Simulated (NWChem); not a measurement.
System: GaH$_{2}$, doublet; SMILES [GaH2]

```xyz
3

Ga     0.0000     0.0000     0.0482
H      1.3824     0.0000    -0.7477
H     -1.3824     0.0000    -0.7477
```
Atoms are numbered in this order, from 1.

In the optimisation the excess spin sits in a1 (C2v, its own frame). Geometry: optimised at PBE0/def2-SVP, spin-unrestricted. The spin multiplicity was typed, not searched, and may not be the lowest. No stability test was run on the SCF state.

Symmetry labels are those of C2v in the frame above (b1 and b2, or b-type labels, depend on it). States above −ε(HOMO) = 4.6 eV lie in this functional's continuum and hang on the basis.

### Question
List the 6 lowest vertical excitations from PBE/def2-SVPD, spin-unrestricted, TDA (NWChem).

### Answer
```json
[
 {"state": "state 1", "energy (eV)": "1.78", "oscillator strength": "0.010", "symmetry of the excitation": "b2", "<S²>": "0.75"},
 {"state": "state 2", "energy (eV)": "4.01", "oscillator strength": "0.009", "symmetry of the excitation": "b1", "<S²>": "0.78"},
 {"state": "state 3", "energy (eV)": "4.42", "oscillator strength": "0.084", "symmetry of the excitation": "a1", "<S²>": "0.76"},
 {"state": "state 4", "energy (eV)": "4.43", "oscillator strength": "0.000", "symmetry of the excitation": "a2", "<S²>": "2.75"},
 {"state": "state 5", "energy (eV)": "4.92", "oscillator strength": "0.000", "symmetry of the excitation": "a2", "<S²>": "0.75"},
 {"state": "state 6", "energy (eV)": "5.11", "oscillator strength": "0.022", "symmetry of the excitation": "a1", "<S²>": "0.76"}
]
```
